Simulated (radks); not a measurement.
The numbers below are computed, except where a source is named.
Coulomb parameter of the 5d shell of the tungsten ion W3+ in the model configuration [Xe] 4f14 5d1.5 6s1.5, as a second difference U = [E(n + 0.25) + E(n - 0.25) - 2 E(n)] / (0.25)^2 with all orbitals relaxed. "Bare": the charge of the atom changes with n. "Screened": the 6s shell takes up the change at fixed total charge, which measures U(5d,5d) + U(6s,6s) - 2 U(5d,6s). Code: a radial shooting solver on a logarithmic mesh with Libxc functionals. Model: scalar-relativistic Kohn-Sham, r2SCAN, spin-unpolarised, spherical densities, finite nucleus; meta-GGA in the generalised Kohn-Sham scheme; Fermi nuclear charge, rms radius 5.3658 fm.

case                      configuration  E - E(n) (eV)
start             [Xe] 4f14 5d1.5 6s1.5          0.000
bare +0.25       [Xe] 4f14 5d1.75 6s1.5         -8.295
bare -0.25       [Xe] 4f14 5d1.25 6s1.5          9.057
screened +0.25  [Xe] 4f14 5d1.75 6s1.25         -1.054
screened -0.25  [Xe] 4f14 5d1.25 6s1.75          1.093

U(bare) = 12.191 eV, U(screened by 6s) = 0.623 eV, against the Slater integral F0(5d,5d) = 14.559 eV with frozen orbitals.
